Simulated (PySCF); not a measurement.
Stepwise substitution at one centre (B Br-H). Isolated molecules, 0 K electronic values unless said otherwise. Strings in code marks are SMILES.

The four lowest singlet excitations (Tamm–Dancoff). Computed with PySCF with PBE0-D4/def2-TZVP. Excitations are Tamm–Dancoff values on a coarser integration grid. The basis has no diffuse functions, so Rydberg states are missing or too high.

```
state  energy (eV)  wavelength (nm)  oscillator strength
-----  -----------  ---------------  -------------------
S1            4.53              274                0.000
S2            6.56              189                0.141
S3            6.83              181                0.002
S4            7.20              172                0.000
```

**Question.** Which member gives these states?
A) `BrB(Br)Br`
B) `BBr`
C) `BrBBr`

**Answer.** B, `BBr`
